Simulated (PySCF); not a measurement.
Geometry:
```json
{"atom": "C1", "x (Å)": "2.074", "y (Å)": "0.125", "z (Å)": "0.347"}
{"atom": "C2", "x (Å)": "0.668", "y (Å)": "0.407", "z (Å)": "0.866"}
{"atom": "C3", "x (Å)": "-0.450", "y (Å)": "-0.005", "z (Å)": "-0.113"}
{"atom": "C4", "x (Å)": "-0.437", "y (Å)": "-1.506", "z (Å)": "-0.402"}
{"atom": "C5", "x (Å)": "-1.813", "y (Å)": "0.409", "z (Å)": "0.466"}
{"atom": "C6", "x (Å)": "-0.266", "y (Å)": "0.739", "z (Å)": "-1.406"}
{"atom": "O7", "x (Å)": "-0.165", "y (Å)": "0.337", "z (Å)": "-2.511"}
{"atom": "F8", "x (Å)": "-0.238", "y (Å)": "2.094", "z (Å)": "-1.201"}
{"atom": "H9", "x (Å)": "2.246", "y (Å)": "-0.942", "z (Å)": "0.234"}
{"atom": "H10", "x (Å)": "2.810", "y (Å)": "0.512", "z (Å)": "1.046"}
{"atom": "H11", "x (Å)": "2.235", "y (Å)": "0.604", "z (Å)": "-0.617"}
{"atom": "H12", "x (Å)": "0.512", "y (Å)": "-0.126", "z (Å)": "1.806"}
{"atom": "H13", "x (Å)": "0.573", "y (Å)": "1.476", "z (Å)": "1.070"}
{"atom": "H14", "x (Å)": "-1.295", "y (Å)": "-1.777", "z (Å)": "-1.013"}
{"atom": "H15", "x (Å)": "0.460", "y (Å)": "-1.788", "z (Å)": "-0.944"}
{"atom": "H16", "x (Å)": "-0.480", "y (Å)": "-2.064", "z (Å)": "0.530"}
{"atom": "H17", "x (Å)": "-1.987", "y (Å)": "-0.124", "z (Å)": "1.398"}
{"atom": "H18", "x (Å)": "-1.843", "y (Å)": "1.477", "z (Å)": "0.664"}
{"atom": "H19", "x (Å)": "-2.614", "y (Å)": "0.161", "z (Å)": "-0.228"}
```

Non-relativistic Hamiltonian, one averaged value for each set of equivalent atoms, gas phase, a single conformation. GIAO PBE0/pcSseg-1 shieldings; coordinates at the GFN2-xTB level; PySCF.

Referencing at the same level of theory: TMS for ¹³C.

Do the ¹³C shifts follow the atomic charges (in e)? Tabulate both.

Results:


```
atoms  hybridisation  δ (ppm)  σ para (ppm)  Hirshfeld    IAO  Mulliken  ESP-fitted
   C6            sp2    177.5          -244      +0.25  +0.61     +0.66       +0.66
   C3            sp3     45.3          -109      +0.02  -0.01     -0.71       +0.33
   C2            sp3     36.9           -98      -0.07  -0.25     -0.16       +0.04
C4/C5            sp3     26.6           -87      -0.12  -0.42     -0.13       -0.57
   C1            sp3     12.6           -73      -0.12  -0.42     -0.26       -0.36
```

Correlation coefficients of δ with charge over these carbons: Hirshfeld +0.97, IAO +0.97, Mulliken +0.82, ESP-fitted +0.80; with the paramagnetic shielding -1.00. Among the 4 sp3 carbons alone: Hirshfeld +0.87, IAO +0.89, Mulliken -0.58, ESP-fitted +0.80. With so few points, grouped by hybridisation, these coefficients are fragile. Charge is one influence among several: hybridisation and low-lying excitations act through the paramagnetic term.

Shifts are as computed. Against solution values, carbons near 30 ppm lie about +3 ppm off and those near 130 ppm about +5 ppm. Of 1211 compounds with measured shifts, 218 miss one by over three times the rms of a fit or turn the order of signals round; such compounds aren't used in these exercises.
